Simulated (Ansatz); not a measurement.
C4H6NO, SMILES O=C1[N]CCC1, multiplicity 2.

The structure is a stationary point at PBE0-D3(BJ)/def2-SVP. The isomer is the one that the SMILES or the coordinates give; other isomers of the formula were not compared. One conformer was computed; it need not be the lowest.

Two levels are set side by side: PBE/def2-TZVPD (Ansatz, an electronic-structure program) and PBE0/def2-TZVPD (Ansatz). Energy differences of separate SCF runs at the same geometry; the states with an electron removed or added have multiplicity 3 and 1. Differences are taken from unrounded values.

```json
[
 {"quantity": "vertical ionisation energy (eV)", "PBE0": "9.74"},
 {"quantity": "vertical electron affinity (eV)", "PBE0": "2.11"}
]
```

Q: What does PBE give, and how far is it from PBE0? (An estimate is asked for; the answer gives what the named calculation found.)

A: 
```tsv
quantity	PBE	PBE minus PBE0
vertical ionisation energy (eV)	9.37	-0.37
vertical electron affinity (eV)	2.22	0.11
```
